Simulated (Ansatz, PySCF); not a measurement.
This Ansatz (a quantum-chemistry and plane-wave program) input computes a PBE0/def2-TZVPD energy:

Ansatz 0.2 input:
```yaml
crystal:
  periodic: [false, false, false]
  atoms:
    - {symbol: B, position_ang: [0.04931915, -0.48223396, 0.28401659]}
    - {symbol: C, position_ang: [1.37529055, 0.10114725, -0.25806618]}
    - {symbol: C, position_ang: [-1.39579801, 0.04806745, 0.13300549]}
    - {symbol: H, position_ang: [1.71339043, 0.83306165, 0.49077754]}
    - {symbol: H, position_ang: [2.18486416, -0.62307284, -0.35937312]}
    - {symbol: H, position_ang: [1.26105037, 0.64796100, -1.20309221]}
    - {symbol: H, position_ang: [-1.56806396, 0.59376973, -0.80383161]}
    - {symbol: H, position_ang: [-1.54077674, 0.77072855, 0.95002400]}
    - {symbol: H, position_ang: [-2.17401524, -0.70656654, 0.25577656]}
basis:
  gaussian:
    orbitals: def2-TZVPD
hamiltonian:
  xc: {name: PBE0}
magnetization: {spin_polarized: true, initial_magnetization: 1}
output: {forces: true}
```

Task: Write an input for the same energy in PySCF and say what it gives.

Result: 
```python
from pyscf import gto, scf, dft

mol = gto.M(
    atom='''
    B     0.04931915   -0.48223396    0.28401659
    C     1.37529055    0.10114725   -0.25806618
    C    -1.39579801    0.04806745    0.13300549
    H     1.71339043    0.83306165    0.49077754
    H     2.18486416   -0.62307284   -0.35937312
    H     1.26105037    0.64796100   -1.20309221
    H    -1.56806396    0.59376973   -0.80383161
    H    -1.54077674    0.77072855    0.95002400
    H    -2.17401524   -0.70656654    0.25577656
    ''',
    basis='def2-tzvpd',
    charge=0,
    spin=1,
    verbose=4,
)

mf = dft.UKS(mol, xc='pbe0').density_fit(auxbasis='def2-universal-jkfit')
mf.grids.level = 3
mf.conv_tol = 1e-9
mf.max_cycle = 100
mf.max_memory = 1500
mf.kernel()
if not mf.converged:
    mf = mf.newton()
    mf.kernel(mf.make_rdm1())
for _ in range(2):
    mo, _, stable, _ = mf.stability(return_status=True)
    if stable:
        break
    mf.kernel(mf.make_rdm1(mo, mf.mo_occ))
mf.analyze()
```
It gives -104.49958 Eh, and Ansatz -104.49952 Eh, a difference of 0.06 mEh, from the treatment of integrals and grids.

It need not be the lowest isomer of its formula.
